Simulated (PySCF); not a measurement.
Species: C₂H₄F₂O₂Si.
Numbering: `[F:1][SiH:2]([F:3])[O:4][C@H:5]1[CH2:6][O:7]1` (hydrogens: H8 on Si2; H9 on C5; H10, H11 on C6)

A GFN2-xTB structure with every atom displaced at random (by about 0.01 Å) was refined with PBE0-D3(BJ)/def2-SVP geometry optimisation, gas phase (PySCF). Values at the start:

| coordinate | start |
| --- | --- |
| F1–Si2 | 1.589 Å |
| Si2–F3 | 1.607 Å |
| Si2–O4 | 1.583 Å |
| Si2–H8 | 1.433 Å |
| O4–C5 | 1.397 Å |
| C5–C6 | 1.457 Å |
| C5–O7 | 1.368 Å |
| C5–H9 | 1.115 Å |
| C6–O7 | 1.423 Å |
| C6–H10 | 1.084 Å |
| C6–H11 | 1.068 Å |
| F1–Si2–F3 | 105.1° |
| F1–Si2–O4 | 100.8° |
| Si2–O4–C5 | 127.2° |
| F3–Si2–O4 | 110.7° |
| O4–C5–C6 | 121.9° |
| O4–C5–O7 | 117.8° |
| C5–C6–O7 | 56.7° |
| C5–O7–C6 | 62.9° |
| F1–Si2–O4–C5 | 180° |
| Si2–O4–C5–C6 | -56° |
| O4–C5–C6–O7 | 106° |

Question: How do these coordinates change at the PBE0-D3(BJ)/def2-SVP level?

Answer: 
```json
{"coordinate": "Si2–O4", "PBE0-D3(BJ)/def2-SVP (Å or °)": "1.651", "change": "+0.068"}
{"coordinate": "Si2–H8", "PBE0-D3(BJ)/def2-SVP (Å or °)": "1.467", "change": "+0.034"}
{"coordinate": "C6–H11", "PBE0-D3(BJ)/def2-SVP (Å or °)": "1.096", "change": "+0.028"}
{"coordinate": "C5–O7", "PBE0-D3(BJ)/def2-SVP (Å or °)": "1.393", "change": "+0.025"}
{"coordinate": "O4–C5", "PBE0-D3(BJ)/def2-SVP (Å or °)": "1.372", "change": "-0.025"}
{"coordinate": "C5–H9", "PBE0-D3(BJ)/def2-SVP (Å or °)": "1.097", "change": "-0.018"}
{"coordinate": "F1–Si2", "PBE0-D3(BJ)/def2-SVP (Å or °)": "1.603", "change": "+0.014"}
{"coordinate": "C6–H10", "PBE0-D3(BJ)/def2-SVP (Å or °)": "1.096", "change": "+0.012"}
{"coordinate": "C6–O7", "PBE0-D3(BJ)/def2-SVP (Å or °)": "1.431", "change": "+0.008"}
{"coordinate": "Si2–F3", "PBE0-D3(BJ)/def2-SVP (Å or °)": "1.611", "change": "+0.004"}
{"coordinate": "C5–C6", "PBE0-D3(BJ)/def2-SVP (Å or °)": "1.461", "change": "+0.004"}
{"coordinate": "F1–Si2–O4", "PBE0-D3(BJ)/def2-SVP (Å or °)": "104.9", "change": "+4.1"}
{"coordinate": "Si2–O4–C5", "PBE0-D3(BJ)/def2-SVP (Å or °)": "123.4", "change": "-3.8"}
{"coordinate": "F1–Si2–F3", "PBE0-D3(BJ)/def2-SVP (Å or °)": "107.0", "change": "+1.9"}
{"coordinate": "O4–C5–O7", "PBE0-D3(BJ)/def2-SVP (Å or °)": "116.1", "change": "-1.7"}
{"coordinate": "F3–Si2–O4", "PBE0-D3(BJ)/def2-SVP (Å or °)": "109.6", "change": "-1.1"}
{"coordinate": "C5–C6–O7", "PBE0-D3(BJ)/def2-SVP (Å or °)": "57.6", "change": "+0.9"}
{"coordinate": "C5–O7–C6", "PBE0-D3(BJ)/def2-SVP (Å or °)": "62.3", "change": "-0.6"}
{"coordinate": "O4–C5–C6", "PBE0-D3(BJ)/def2-SVP (Å or °)": "121.6", "change": "-0.3"}
{"coordinate": "F1–Si2–O4–C5", "PBE0-D3(BJ)/def2-SVP (Å or °)": "174", "change": "-6"}
{"coordinate": "Si2–O4–C5–C6", "PBE0-D3(BJ)/def2-SVP (Å or °)": "-59", "change": "-3"}
{"coordinate": "O4–C5–C6–O7", "PBE0-D3(BJ)/def2-SVP (Å or °)": "104", "change": "-2"}
```

The energy falls by 4.5 kcal/mol over 6 energy and gradient evaluations, the largest force component goes from 0.0529 to 3.7e-04 Eh/bohr, and the atoms move by 0.139 Å rms after alignment. The bond that changes most is Si2–O4 (fluorine-bound silicon to silyl ether oxygen), which lengthens by 0.068 Å. Bonds longer at the end by more than 0.005 Å: 7 of 11; shorter: 2. Rotational constants go from 4833, 1488, 1290 to 4803, 1526, 1316 MHz.

The run used 122 basis functions and 41 SCF cycles in all. Time: 63 s of wall time; peak memory 0.52 GiB. Hardware: one thread, Intel Xeon at 2.50 GHz (x86_64), no GPU, shared host.

PBE0-D3(BJ)/def2-SVP frequencies: not computed here. The numbers are those of one conformer.

The values belong to the conformer `[F:1][SiH:2]([F:3])[O:4][C@H:5]1[CH2:6][O:7]1`: F1–Si2–O4–C5 174°, Si2–O4–C5–C6 -59°.
